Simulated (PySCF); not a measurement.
# Computed structure and properties of [Pm(NH3)3]3+

System: [Pm(NH3)3]3+ (singlet in the valence; each metal's 4f electrons, 4 of them, lie in its core potential, out of spins and levels); start: displaced along the imaginary mode (C3). Method: PySCF 2.14.0, RKS PBE0, Pm lcecp-1-SVP with ECP50, N def2-SVP, H def2-SVP; non-relativistic Hamiltonian with scalar-relativistic core potentials where named; density fitting; no spin-orbit coupling.

Input of the relaxation:

```python
mol = gto.M(atom='''
Pm    -0.00000    -0.00000    -0.01846
N      2.48173     0.00100     0.05065
H      2.91204    -0.63214     0.77384
H      2.94989    -0.30306    -0.84276
H      2.93137     0.93449     0.25000
N     -1.24173     2.14874     0.05065
H     -0.90857     2.83797     0.77384
H     -1.21249     2.70622    -0.84276
H     -2.27498     2.07139     0.25000
N     -1.24000    -2.14975     0.05065
H     -2.00347    -2.20583     0.77384
H     -1.73741    -2.40315    -0.84276
H     -0.65639    -3.00588     0.25000''',
    basis={'Pm': 'lcecp-1-SVP', 'N': 'def2-SVP', 'H': 'def2-SVP'},
    ecp={'Pm': 'lcecp-1-SVP'},
    charge=3, spin=0)
mf = dft.RKS(mol, xc='PBE0')
mf.grids.atom_grid = (50, 194)  # f atoms: unpruned, at least (60, 302)
mf = mf.density_fit()  # fitting sets: Pm AutoAux, N def2-universal-JKFIT, H def2-universal-JKFIT
mf.conv_tol = 1e-08; mf.max_cycle = 55
mf.kernel(dm0)  # dm0: converged density of the start geometry
# quasi-Newton relaxation in Cartesian coordinates to a largest gradient under 0.00045 Eh/bohr, steps kept in the point group
```

Run from Python with OMP_NUM_THREADS=2; the lines above give its settings. Where DIIS fails, smearing, a level shift and second-order steps follow.
It took 98 s on 2 threads of Arm Neoverse V1, on a shared host, from the converged density of the start.

Course of the relaxation:

| step | energy above end (eV) | largest force component within the symmetry (eV/Å) |
| --- | --- | --- |
| 0 | 0.0931 | 0.719 |
| 1 | 0.0353 | 0.027 |
| 2 | 0.0349 | 0.018 |
| 3 | 0.0343 | 0.031 |
| 4 | 0.0319 | 0.163 |
| 5 | 0.0297 | 0.213 |
| 6 | 0.0206 | 0.191 |
| 7 | 0.0182 | 0.221 |
| 11 | 0.0025 | 0.123 |
| 12 | 0.0012 | 0.050 |
| 13 | 0.0003 | 0.028 |
| 14 | 0.0002 | 0.024 |
| 15 | 0.0000 | 0.012 |
| 16 | 0.0000 | 0.008 |
(The steps between are left out.)

Relaxed geometry (C3):

```xyz
13

Pm    0.0000    0.0000   -0.7434
N     2.3531   -0.0014    0.0201
H     2.5809   -0.6331    0.8094
H     3.0450   -0.2808   -0.7004
H     2.7210    0.9113    0.3443
N    -1.1754    2.0385    0.0201
H    -0.7421    2.5517    0.8094
H    -1.2793    2.7775   -0.7004
H    -2.1497    1.9008    0.3443
N    -1.1777   -2.0372    0.0201
H    -1.8388   -1.9185    0.8094
H    -1.7657   -2.4967   -0.7004
H    -0.5712   -2.8121    0.3443
```

```tsv
contact	Å
Pm1–N2 (NH3)	2.474
Pm1–N6 (NH3)	2.474
Pm1–N10 (NH3)	2.474
```

On the finer grid (75, 302):

* HOMO: -24.29 eV
* LUMO: -16.26 eV
* Dipole about the centre of mass: 2.31 D
* Set of Mulliken populations of Pm1 outside the core potential: s 2.20, p 6.14, d 0.75, f 0.04
* D3(BJ) dispersion energy (not in the energies): -0.192 eV

```csv
atom,Mulliken (e),Löwdin (e),spin (e)
Pm1,1.87,1.58,0.00
N2,-0.39,-0.02,0.00
H3,0.25,0.16,0.00
H4,0.26,0.17,0.00
H5,0.25,0.16,0.00
N6,-0.39,-0.02,0.00
H7,0.25,0.16,0.00
H8,0.26,0.17,0.00
H9,0.25,0.16,0.00
N10,-0.39,-0.02,0.00
H11,0.25,0.16,0.00
H12,0.26,0.17,0.00
H13,0.25,0.16,0.00
```

The 4f levels lie in the core potential and are missing. Their spin isn't counted.

On the grid (50, 194), as all that follows. Harmonic modes: a minimum within the noise of the softest modes; lowest 21 cm⁻¹ (negative: unstable), highest 3432 cm⁻¹, zero-point energy 3.085 eV.

Taking off one NH3 (charge 0, singlet; the rest: singlet) in vacuum, both parts rigid, costs 3.85 eV; the small basis without counterpoise inflates it. Parting with an electron moved from the ligand to the metal can be far cheaper, even downhill.

Rigid scan of NH3 along the line from its metal:

```json
{"distance to N2 (Å)": "2.17", "energy (eV)": "0.470"}
{"distance to N2 (Å)": "2.27", "energy (eV)": "0.182"}
{"distance to N2 (Å)": "2.37", "energy (eV)": "0.040"}
{"distance to N2 (Å)": "2.47", "energy (eV)": "0.000"}
{"distance to N2 (Å)": "2.57", "energy (eV)": "0.031"}
{"distance to N2 (Å)": "2.67", "energy (eV)": "0.111"}
{"distance to N2 (Å)": "2.87", "energy (eV)": "0.354"}
```

One start shape was tried, so this needn't be the lowest isomer.

An lcecp potential fixes the number of 4f electrons, so in runs with it no electron can move into or out of that shell.
